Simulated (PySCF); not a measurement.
NbF4, SMILES [F][Nb]([F])([F])[F] (connectivity only; charge and spin as stated), neutral, multiplicity 2.

Coordinates come from a PBE0-D3(BJ)/def2-SVP optimisation. The spin state was assumed, not searched. The isomer is the one that the SMILES or the coordinates give; other isomers of the formula were not compared. The def2 effective core potentials stand for the cores of Nb; spin–orbit coupling is left out.

These are PBE0-D3(BJ)/def2-SVP (PySCF) values and carry that method's errors.

Frequencies are harmonic and unscaled.

Modes within 1.5 cm⁻¹ of each other (mostly degenerate sets) share a row, with their intensities summed.

Computed vibrational spectrum:
| mode | ν (cm⁻¹) | IR (km/mol) | moving atoms (share of kinetic energy) |
|---|---|---|---|
| 1 | 151 | 0.0 | F 100 % |
| 2–3 | 163 | 44.3 | F 82 %, Nb 18 % |
| 4 | 176 | 23.4 | F 68 %, Nb 32 % |
| 5 | 199 | 0.0 | F 100 % |
| 6 | 684 | 100.0 | F 87 %, Nb 13 % |
| 7 | 706 | 0.0 | F 100 % |
| 8–9 | 740 | 442.8 | F 73 %, Nb 27 % |
